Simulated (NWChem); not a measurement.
System: CuF; SMILES [Cu][F]

Here is an NWChem input.

```
start job
memory heap 200 mb stack 900 mb global 1100 mb
geometry units angstroms noautosym nocenter noautoz
  Cu     0.000000     0.000000    -0.420072
  F      0.000000     0.000000     1.322645
end
basis spherical
  * library 6-31g*
end
dft
  xc xpbe96 cpbe96
  iterations 150
end
property
  response 1 0.0
end
task dft property
```

The geometry was optimised at PBE-D3(BJ)/def2-SVP.

Static field.

Q: Give the results of this calculation. (PBE/6-31G* (spherical d).) Quantities: basis functions; isotropic polarisability (bohr³); anisotropy (bohr³).

A: The number of basis functions comes out as 48, the isotropic polarisability (bohr³) is 32.4 and the anisotropy (bohr³) comes out as 6.0.
